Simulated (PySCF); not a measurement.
# Computed structure and properties of DyO(OH)

System: DyO(OH) (singlet in the valence; each metal's 4f electrons, 9 of them, lie in its core potential, out of spins and levels); start: template (C1). Method: PySCF 2.14.0, RKS PBE0, Dy lcecp-1-SVP with ECP55, O def2-SVP, H def2-SVP; non-relativistic Hamiltonian with scalar-relativistic core potentials where named; density fitting; no spin-orbit coupling.

Input of the relaxation:

```python
mol = gto.M(atom='''
Dy     0.04037    -0.00046    -0.13635
O      1.69357    -0.00046     0.60345
O     -1.92553    -0.00046     0.74345
H     -2.88513     0.09014     0.80255''',
    basis={'Dy': 'lcecp-1-SVP', 'O': 'def2-SVP', 'H': 'def2-SVP'},
    ecp={'Dy': 'lcecp-1-SVP'},
    charge=0, spin=0)
mf = dft.RKS(mol, xc='PBE0')
mf.grids.atom_grid = (50, 194)  # f atoms: unpruned, at least (60, 302)
mf = mf.density_fit()  # fitting sets: Dy AutoAux, O def2-universal-JKFIT, H def2-universal-JKFIT
mf.conv_tol = 1e-08; mf.max_cycle = 55
mf.kernel(dm0)  # dm0: converged density of the start geometry
# quasi-Newton relaxation in Cartesian coordinates to a largest gradient under 0.00045 Eh/bohr, steps kept in the point group
```

Run from Python with OMP_NUM_THREADS=2; the lines above give its settings. Where DIIS fails, smearing, a level shift and second-order steps follow.
It took 33 s on 2 threads of AMD EPYC 7B13 (Zen 3), on a shared host, from the converged density of the start.

Course of the relaxation:

```tsv
step	energy above end (eV)	largest force component within the symmetry (eV/Å)
0	0.3802	1.762
1	0.2839	0.505
2	0.1979	1.265
3	0.1809	1.309
4	0.1305	0.451
5	0.0971	1.078
6	0.0779	1.005
7	0.0627	0.478
11	0.0033	0.269
12	0.0023	0.117
13	0.0012	0.079
14	0.0004	0.059
15	0.0000	0.024
16	0.0000	0.011
```
(The steps between are left out.)

Relaxed geometry (Cs):

```xyz
4

Dy   -0.0144   -0.0418   -0.4186
O     1.2412    0.0298    0.9155
O    -1.9281    0.0235    0.3344
H    -2.3755    0.0773    1.1817
```

| contact | Å |
| --- | --- |
| Dy1–O2 (O) | 1.833 |
| Dy1–O3 (OH) | 2.058 |

On the finer grid (75, 302):

```
HOMO                                                          : -6.28 eV
LUMO                                                          : -2.08 eV
Dipole about the centre of mass                               : 6.16 D
Set of Mulliken populations of Dy1 outside the core potential : s 2.16, p 6.26, d 1.70, f 0.08
D3(BJ) dispersion energy (not in the energies)                : -0.044 eV
```

| atom | Mulliken (e) | Löwdin (e) | spin (e) |
| --- | --- | --- | --- |
| Dy1 | 0.79 | 0.60 | 0.00 |
| O2 | -0.46 | -0.39 | 0.00 |
| O3 | -0.53 | -0.29 | 0.00 |
| H4 | 0.19 | 0.08 | 0.00 |

The 4f levels lie in the core potential and are missing. Their spin isn't counted.

On the grid (50, 194), as all that follows. Harmonic modes: a minimum; lowest 154 cm⁻¹ (negative: unstable), highest 3964 cm⁻¹, zero-point energy 0.400 eV.

Rigid scan of O along the line from its metal:

```
distance to O2 (Å)  energy (eV)
              1.53        2.557
              1.63        0.972
              1.73        0.208
              1.83        0.000
              1.93        0.156
              2.03        0.544
              2.13        1.068
              2.28        1.978
```

Taking off one OH (charge -1, singlet; the rest: singlet) in vacuum, both parts rigid, costs 11.14 eV; the small basis without counterpoise inflates it. Most of it is the attraction of opposite charges; other ways to part are cheaper, and one spin state was tried for the rest.

Rigid scan of OH along the line from its metal:

(distance to O3 (Å), energy (eV)): (1.76, 1.357), (1.86, 0.516), (1.96, 0.111), (2.06, 0.000), (2.16, 0.084), (2.26, 0.292), (2.46, 0.906), (2.76, 1.955), (3.16, 3.185), (3.66, 4.250)

One start shape was tried, so this needn't be the lowest isomer.

An lcecp potential fixes the number of 4f electrons, so in runs with it no electron can move into or out of that shell.
